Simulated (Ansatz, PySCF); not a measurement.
Ta(NH)(Cl)2(Me) (CH₄Cl₂NTa), SMILES [CH3][Ta](=[NH])([Cl])[Cl], multiplicity 1. Atoms are numbered in the order given.

```xyz
9

Ta     0.0778     0.1118    -0.1453
N      0.9705    -0.5035    -1.5197
H      1.4771    -0.9131    -2.2961
Cl     1.2174    -0.3603     1.8145
Cl    -2.1522    -0.4877    -0.3169
C      0.1955     2.2178    -0.4567
H      1.2461     2.5533    -0.4690
H     -0.3398     2.7430     0.3550
H     -0.2557     2.4972    -1.4235
```
Charge 0, spin multiplicity 1.

The structure is a stationary point at PBE0-D3(BJ)/def2-SVP. The spin state was assumed, not searched. The def2 effective core potentials stand for the cores of Ta; spin–orbit coupling is left out.

Two levels are set side by side: PBE-D3(BJ)/def2-SVP (Ansatz, a quantum-chemistry and plane-wave program) and PBE0-D3(BJ)/def2-SVP (Ansatz). Each level has its own optimised geometry; the coordinates shown are those of the second. Frequencies come from the Hessian of PySCF at each geometry. Differences are taken from unrounded values.

```csv
quantity,PBE0-D3(BJ),PBE-D3(BJ),PBE-D3(BJ) minus PBE0-D3(BJ)
mean bond length (Å),1.605,1.615,0.010
bond Ta1–N2 (Å),1.751,1.768,0.018
bond Ta1–Cl4 (Å),2.316,2.325,0.009
bond Ta1–Cl5 (Å),2.316,2.325,0.009
bond Ta1–C6 (Å),2.132,2.142,0.010
bond N2–H3 (Å),1.013,1.022,0.008
bond C6–H7 (Å),1.103,1.111,0.008
bond C6–H8 (Å),1.105,1.113,0.008
bond C6–H9 (Å),1.103,1.111,0.008
highest harmonic wavenumber (cm⁻¹),3688,3573,-116
mean harmonic wavenumber (cm⁻¹),1078,1042,-36
zero-point energy (kcal/mol),32.36,31.29,-1.07
```

Exact exchange shortens and stiffens bonds; PBE has none. Differences between two approximate levels are no errors against the true value.
